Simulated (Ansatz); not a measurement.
Relative stability

The two ends of one reaction step of Si$_{2}$H$_{4}$Cl$_{2}$OF$_{2}$, closed shell (PBE0-D4/def2-TZVP).

A:

Si1  (-0.823, 0.998, 1.756)
O2  (0.930, 0.238, -0.885)
Si3  (0.563, -1.259, -1.482)
F4  (-1.525, -0.065, 0.835)
F5  (-1.801, 1.259, 2.961)
Cl6  (0.898, 0.274, 2.484)
H7  (0.970, 0.967, -1.504)
Cl8  (-0.592, 2.734, 0.768)
H9  (1.573, -1.695, -2.485)
H10  (-0.775, -1.278, -2.130)
H11  (0.583, -2.171, -0.317)
(Å)

B:

```csv
atom,x (Å),y (Å),z (Å)
Si1,-0.7109,0.0094,1.4682
O2,-0.0605,-0.0034,0.0032
Si3,0.5285,-1.0345,-1.1644
F4,-2.2032,-0.4803,1.4111
F5,-0.7117,1.4930,1.9811
Cl6,0.3051,-1.1554,2.7550
H7,0.2523,2.0207,-0.6654
Cl8,0.5251,3.0872,-1.3264
H9,1.1615,-0.1845,-2.1940
H10,-0.6017,-1.8072,-1.7293
H11,1.5156,-1.9451,-0.5392
```

Program: Ansatz 0.2.0. Basis: def2-TZVPP. Cores are frozen in the correlated methods. B3LYP uses VWN-RPA correlation.

Task: Which structure is lower at CCSD(T), and by how much? (An estimate is asked for; the value comes from the calculation.)

Result: The calculation gives: B, by 0.441 eV (electronic energy, against the other). By their contacts, A is a complex of SiCl₂F₂ ([F][Si]([F])([Cl])[Cl]) + SiH₄O ([OH][SiH3]) and B is a complex of Si₂H₃ClOF₂ ([F][Si]([F])([Cl])[O][SiH3]) + HCl.

All methods give the same order:

| method | E(B) − E(A) (eV) |
| --- | --- |
| SPW92 | -0.329 |
| PBE-D4 | -0.278 |
| BLYP-D4 | -0.370 |
| r2SCAN-D4 | -0.337 |
| B97M-V | -0.335 |
| PBE0-D4 | -0.320 |
| B3LYP-D4 | -0.398 |
| r2SCAN0-D4 | -0.364 |
| BHLYP-D4 | -0.445 |
| CAM-B3LYP-D4 | -0.433 |
| wB97X-V | -0.351 |
| wB97M-V | -0.339 |
| B2PLYP | -0.418 |
| PBE-QIDH | -0.374 |
| RPA on PBE | -0.450 |
| HF | -0.523 |
| MP2 | -0.399 |
| CCSD | -0.464 |
| CCSD(T) | -0.441 |

T1 diagnostic: at most 0.011.

Labels in which every atom is bracketed show which atoms are joined, not bond orders.

For scale, one of the runs: CCSD(T)/def2-TZVPP, 317 basis functions, launched by `ansatz run in.yaml --threads 4 --pin off --events-out ev --progress --plain --max-ram 66560MiB --backend cuda --devices 0, --max-vram 37GiB`. The run took 7.5 s on 4 CPU threads of an AMD EPYC 7R13 and a share of one NVIDIA H100 (shared host), with 0.85 GiB of host memory at its peak.
